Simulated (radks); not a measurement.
Values are calculated unless marked as measured or tabulated.
Problem. These are the eigenvalues of the occupied orbitals of an atom or ion with whole-number occupations (Ry). Level of theory: Dirac Kohn-Sham, Slater X-alpha with alpha = 0.952, spin-unpolarised, spherical densities, finite nucleus; Fermi nuclear charge, rms radius of each element as measured or else 0.836 A^(1/3) + 0.57 fm (a radial shooting solver on a logarithmic mesh with Libxc functionals).

orbital  eigenvalue
1s1/2     -116.0840
2s1/2     -11.20238
2p1/2      -8.42457
2p3/2      -8.38899

Which element is it, and in what charge state? The configuration may be excited. Open shells, if any, are shared by 2j + 1.

Solution. Z = 13, aluminium, charge +3: Al3+ in [Ne]. The list shows which subshells hold electrons but not how many an open one holds; the 1s level, -58.042 hartree, gives Z - s = 10.8 by -(Z - s)^2/2, which with screening and relativity narrows Z to a few neighbours, and the depths of the outer levels then fix element, charge and occupations together.
